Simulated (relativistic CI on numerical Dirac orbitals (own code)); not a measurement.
Radial Dirac CI calculation of Kr⁺.

Command:

```sh
python run_levels.py task.json out
```

Input:

```
atom Kr  Z=36  charge=1  electrons=35
nucleus A=84  rms_radius_fm=4.1884
hamiltonian dirac-coulomb  breit=on  qed=on  c_scale=1
orbitals kli  potential=per-configuration
slater_scale 1
correlation none
mixing on
grid step=0.0125 r_max=74.5
scf mixing=0.4 start=green max_iterations=150 tolerance=2e-08 node_fill=0.05
configurations
  [Ar] 3d10 4s2 4p5
  [Ar] 3d10 4s2 4p4 4d
end
```

Output:

```
SCF 1: [Ar] 3d10 4s2 4p5
 iter      energy (Ha)   residual   last orbital (Ha)
    1     -2780.385520   1.73e+00     -1.43954
    2     -2787.718200   4.61e-01     -0.97943
    3     -2788.338057   8.28e-02     -0.86326
    4     -2788.350903   7.95e-02     -0.91753
    5     -2788.358998   3.05e-03     -0.89861
    6     -2788.358914   1.48e-03     -0.89835
    7     -2788.358967   3.78e-04     -0.89878
    8     -2788.358991   1.60e-04     -0.89897
    9     -2788.358985   2.96e-06     -0.89890
   10     -2788.358985   1.61e-07     -0.89891
   11     -2788.358985   2.26e-09     -0.89891
SCF 2: [Ar] 3d10 4s2 4p4 4d
 iter      energy (Ha)   residual   last orbital (Ha)
    1     -2780.076202   1.70e+00     -0.49210
    2     -2787.160977   4.52e-01     -0.30358
    3     -2787.734089   8.97e-02     -0.27667
    4     -2787.749587   6.26e-02     -0.29308
    5     -2787.753714   1.32e-02     -0.28763
    6     -2787.753544   1.31e-03     -0.28545
    7     -2787.753462   6.50e-04     -0.28532
    8     -2787.753503   1.24e-05     -0.28536
    9     -2787.753504   2.65e-06     -0.28535
   10     -2787.753504   1.42e-06     -0.28535
   11     -2787.753504   2.37e-08     -0.28535
   12     -2787.753504   1.12e-08     -0.28535
orbital energies (Ha): 3s -10.4151  3p1/2 -8.0749  3p3/2 -7.7851  3d3/2 -3.7076  3d5/2 -3.6600  4s -1.4318  4p1/2 -0.9242  4p3/2 -0.8989
configuration averages (Ha): Dirac-Coulomb, Breit, QED
  4p5                          -2788.358985    1.424922    0.956012
  4p4 4d                       -2787.753504    1.424399    0.956084
levels: no., configuration, term, J, E (cm-1), weight
   1 4p5                    2P*  3/2              0.0  1.00
   2 4p5                    2P*  1/2           5420.1  1.00
   3 4p4 4d                 4D   7/2         114700.5  0.95
   4 4p4 4d                 4D   5/2         115007.8  0.94
   5 4p4 4d                 4D   3/2         115622.1  0.94
   6 4p4 4d                 4D   1/2         116265.3  0.95
   7 4p4 4d                 4F   9/2         120946.8  0.97
   8 4p4 4d                 4F   7/2         123133.1  0.88
   9 4p4 4d                 4F   5/2         124788.4  0.96
  10 4p4 4d                 4P   1/2         125615.9  0.84
  11 4p4 4d                 4F   3/2         125642.2  0.98
  12 4p4 4d                 2P   1/2         126366.8  0.83
  13 4p4 4d                 4P   3/2         126761.2  0.90
  14 4p4 4d                 2F   7/2         128084.0  0.86
lowest total energy -2785.986283 Ha
end: converged
```

With so few configurations and no correlation, terms lie too far apart (by 10 to 50 % or more near neutrality), their order can be wrong, and levels of other configurations are missing.
